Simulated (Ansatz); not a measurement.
Isolated molecules relaxed with PBE0-D4/def2-TZVP in Ansatz; ΔE leaves out vibrations. CCSD(T)/CBS is the MP2 limit (def2-TZVPP, def2-QZVPP) plus CCSD(T) − MP2 in def2-TZVPP, frozen cores. This one scheme is used for every species. DFT in def2-TZVPP. B3LYP here is the variant with VWN-RPA as its local correlation; programs differ in this. One conformer a species, not always the lowest.

Reaction (ligand exchange at the Al–S bond): `C[O][Al]([F])[SH]` + CH₃OH → `C[O][Al]([F])[O]C` + H₂S

| level | ΔE (kJ/mol) | difference from CCSD(T)/CBS |
| --- | --- | --- |
| PBE-D4 | -2.4 | 8.6 |
| r2SCAN-D4 | -8.8 | 2.2 |
| PBE0-D4 | -3.5 | 7.5 |
| B3LYP-D4 | -15.6 | -4.6 |
| ωB97X-V | -11.2 | -0.2 |
| ωB97M-V | -10.9 | 0.1 |
| B2PLYP | -14.6 | -3.6 |
| r2SCAN | -8.2 | 2.8 |
| PBE0 | -2.3 | 8.7 |
| B3LYP | -14.0 | -3.0 |
| CCSD/def2-TZVPP | -15.6 | -4.6 |
| CCSD(T)/def2-TZVPP | -13.7 | -2.7 |
| MP2/def2-QZVPP | -11.7 | -0.7 |
| SCS-MP2/def2-QZVPP | -15.0 | -4.0 |
| HF/CBS(def2) | -20.2 | -9.2 |
| CCSD/CBS(def2) | -12.9 | -1.9 |
| CCSD(T)/CBS | -11.0 | 0 |

Largest T1 diagnostic among the species: 0.012.

In def2-TZVPP, CCSD(T) changes the Hartree–Fock value by +4.3 kJ/mol (the triples alone add +1.9 kJ/mol) and MP2 by +5.4 kJ/mol.
